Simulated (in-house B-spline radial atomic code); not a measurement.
Computed with a B-spline radial atomic code. Model: two electrons, singlet ground state, non-relativistic, full CI in B-splines with partial waves to l = 8 (at full coupling up to 3e-4 hartree above the limit, correlation up to 0.6 % small), density held at that of full coupling by Lieb maximisation.

Along the adiabatic connection the electron repulsion is scaled by a coupling λ while a local potential keeps the density fixed. At λ = 0 the system is the Kohn-Sham one and W equals the exchange energy; the exchange-correlation energy is the area under W between 0 and 1. The kinetic energy rises with λ as the electrons avoid each other, with dT/dλ = −λ dW/dλ.

Command:
```bash
python run_ac.py task.json out
```
Settings (lengths in bohr, energies in hartree):
```
potential              gauss
strength               1.25
lmax                   8
second                 6.25
```

Cost of the run: 19 s on 1 thread of Intel(R) Xeon(R) Processor @ 2.30GHz, on a shared host.

**W = mean repulsion less Hartree energy, and W of three functionals.**

Given: confinement Gaussian well; well depth 1.25 hartree; well width 6.25 bohr; external potential -V exp(-r^2/w^2).

Computed: LDA exchange minus exact 46.927 millihartree; PBE exchange minus exact 13.694 millihartree.

| coupling | W xc (hartree) | W xc minus exchange (millihartree) | kinetic minus Kohn-Sham (millihartree) | LDA (PW92) W minus its exchange (millihartree) | PBE W minus its exchange (millihartree) | SCAN W minus its exchange (millihartree) |
| --- | --- | --- | --- | --- | --- | --- |
| 0 | -0.32425 | 0 | 0 | 0 | 0 | 0 |
| 0.02 | -0.32622 | -1.971 | 0.02 | -9.31 | -3.19 | -1.86 |
| 0.05 | -0.32907 | -4.822 | 0.12 | -18.15 | -7.47 | -4.51 |
| 0.12 | -0.33526 | -11.016 | 0.64 | -32.72 | -16.03 | -10.19 |
| 0.25 | -0.34528 | -21.029 | 2.48 | -51.25 | -28.75 | -19.38 |
| 0.4 | -0.35487 | -30.617 | 5.57 | -66.51 | -40.32 | -28.33 |
| 0.6 | -0.36516 | -40.91 | 10.67 | -81.67 | -52.52 | -38.23 |
| 0.8 | -0.37335 | -49.1 | 16.38 | -93.31 | -62.29 | -46.41 |
| 1 | -0.38 | -55.753 | 22.34 | -102.69 | -70.36 | -53.27 |
| 1.4 | -0.39015 | -65.899 | 34.4 | -117.14 | -83.07 | -64.17 |
| 2 | ? | ? | ? | ? | ? | ? |
| 3 | -0.41134 | -87.092 | 78.39 | -149.17 | -112.19 | -88.24 |
| 4.5 | -0.42081 | -96.556 | 113.23 | -164.84 | -126.77 | -98.87 |
| 7 | ? | ? | ? | ? | ? | ? |
| 10 | -0.43558 | -111.33 | 212.78 | -191.6 | -151.99 | -113.2 |

Problem. What belongs in the row 2?

Solution. W xc (hartree): -0.40054; W xc minus exchange (millihartree): -76.288; kinetic minus Kohn-Sham (millihartree): 51.85; LDA (PW92) W minus its exchange (millihartree): -132.41; PBE W minus its exchange (millihartree): -96.82; SCAN W minus its exchange (millihartree): -75.83.

Problem. What belongs in the row 7?

Solution. W xc (hartree): -0.42958; W xc minus exchange (millihartree): -105.33; kinetic minus Kohn-Sham (millihartree): 162.54; LDA (PW92) W minus its exchange (millihartree): -180.36; PBE W minus its exchange (millihartree): -141.35; SCAN W minus its exchange (millihartree): -107.86.

Problem. What is the SCAN exchange minus exact?

Solution. 0.97235 millihartree.

**Energy parts, natural occupations and partial-wave weights.**

Computed: total energy -1.4754 hartree; correlation energy -0.033411 hartree; kinetic part of the DFT correlation energy 0.022343 hartree; initial slope twice GL2 -0.099937 hartree; kinetic part over minus potential part 0.40074; Hartree energy 0.6485 hartree; Kohn-Sham kinetic 0.24854 hartree.

```tsv
natural	occupation of the shell (electrons)
s	1.9014
p	0.090774
s	?
d	0.0012956
p	0.0003542
f	0.00013988
```

Problem. What belongs in the row s?

Solution. occupation of the shell (electrons): 0.0058694.

| wave | weight |
| --- | --- |
| s | 0.95365 |
| p | ? |
| d | 0.0006762 |
| f | 7.7255e-05 |
| g | 1.6471e-05 |

Problem. What belongs in the row p?

Solution. weight: 0.045573.

Problem. What is the exchange energy?

Solution. -0.32425 hartree.

Problem. What is the Lieb Oxford ratio E_xc over LDA exchange?

Solution. 1.2897.

Half-way to full coupling W has made 64 % of its drop, against 50 % for a straight line, and second-order (GL2) theory, half the initial slope, overshoots the correlation energy by about 50 %: a marked bend. Over couplings 0 to 1 the errors in E_xc come to about +12 millihartree for LDA, +3.8 millihartree for PBE, +3.0 millihartree for SCAN, so SCAN is nearest. In LDA and PBE the errors of exchange and correlation have opposite signs, so the sum is smaller than the larger of the two.
